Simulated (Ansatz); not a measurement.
A structure relaxed at PBE0-D4/def2-TZVP, charge 0, multiplicity 1:

Cartesian coordinates in Å:
```
O 1.640 0.143 -1.041
Si 0.643 1.148 -0.225
Cl -0.662 1.983 -1.587
O -0.142 0.305 0.894
Ge -1.009 -1.259 0.865
H 1.862 0.364 -1.946
H 1.358 2.257 0.426
H -2.180 -1.086 1.838
H -0.021 -2.329 1.344
H -1.489 -1.526 -0.568
```

(1) Give its formula and SMILES.

(2) Summarise the bond lengths by kind.

## Answers

(1) ClGeH5O2Si, `O[SiH](Cl)[O][GeH3]`.

(2) 2 × O–Si 1.606 to 1.634 Å; 1 × H–O 0.958 Å; 1 × Cl–Si 2.063 Å; 1 × H–Si 1.471 Å; 1 × Ge–O 1.788 Å; 3 × Ge–H 1.532 to 1.535 Å.

Computed with Ansatz.
